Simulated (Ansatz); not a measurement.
`B[SiH](F)Cl` + `C[SiH3]` → `BC[SiH3]` + `F[SiH2]Cl` at 500 K and 1 bar (formal exchange of groups at a B–Si bond).

Calculated with Ansatz (gas phase, PBE0-D4/def2-TZVP geometries, no zero-point term in ΔE). CCSD(T)/CBS adds triple-zeta CCSD(T) − MP2 to the extrapolated MP2 energy (def2 sets, frozen cores). This one scheme is used for every species.

| species | CCSD(T)/CBS energy (Eh) | H − E (kJ/mol) | S (J/(mol·K)) |
| --- | --- | --- | --- |
| `B[SiH](F)Cl` | -875.32432 | 126.2 | 374.3 |
| `C[SiH3]` | -330.73916 | 189.7 | 296.8 |
| `BC[SiH3]` | -356.11784 | 228.6 | 357.7 |
| `F[SiH2]Cl` | -849.96195 | 83.3 | 315.2 |

H − E and S are ideal-gas, rigid-rotor, harmonic terms from PBE0-D4/def2-TZVP, for one conformer and one mirror image of each species. 1 Eh = 2625.50 kJ/mol, R = 8.31446 J/(mol·K).

**Question.** By hand: ΔE, ΔH, ΔS and ΔG.

**Answer.** ΔE = (-356.11784) + (-849.96195) − (-875.32432) − (-330.73916) = -0.01631 Eh = -42.8 kJ/mol. Δ(H − E) = 228.6 + 83.3 − 126.2 − 189.7 = -4.0, so ΔH = -46.8 kJ/mol. ΔS = 357.7 + 315.2 − 374.3 − 296.8 = 1.8 J/(mol·K). ΔG = -46.8 − 500 × (1.8)/1000 = -47.7 kJ/mol.

**Question.** By hand: the equilibrium constant, and the temperature at which ΔG would vanish if ΔH and ΔS stayed fixed.

**Answer.** log₁₀ K = −ΔG/(RT ln 10) = 5.0. ΔH and −TΔS have one sign here, so there is no such temperature.

The number of gas molecules stays the same, so ΔS is small and ΔH decides. A doubt of 5 kJ/mol in ΔE shifts log₁₀ K by 0.5 here. Other conformers and mirror images would add mixing entropy, several J/(mol·K) or more a flexible species. These are equilibria of isolated gas molecules and say nothing of rates. Largest T1 diagnostic: 0.011 (customary marks: 0.02 for closed shells, 0.045 for open ones).

ΔS is within the doubt of such terms, so its sign, and with it that verdict, could turn.
